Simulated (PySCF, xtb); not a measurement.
Se(iPr)(NH2) (C3H9NSe), SMILES [Se](N)C(C)C.

GFN2-xTB (xtb) at its own geometry gives an orbital gap of 4.07 eV and a dipole moment of 3.40 D.

Coordinates come from a ωB97X-D3(BJ)/def2-SVP optimisation. The values are those of a single conformer.

What does PySCF with r2SCAN/def2-TZVP give? (An estimate is asked for; the answer gives what the named calculation found.)

gap 4.69 eV (levels -5.27 and -0.57 eV), dipole 2.53 D.
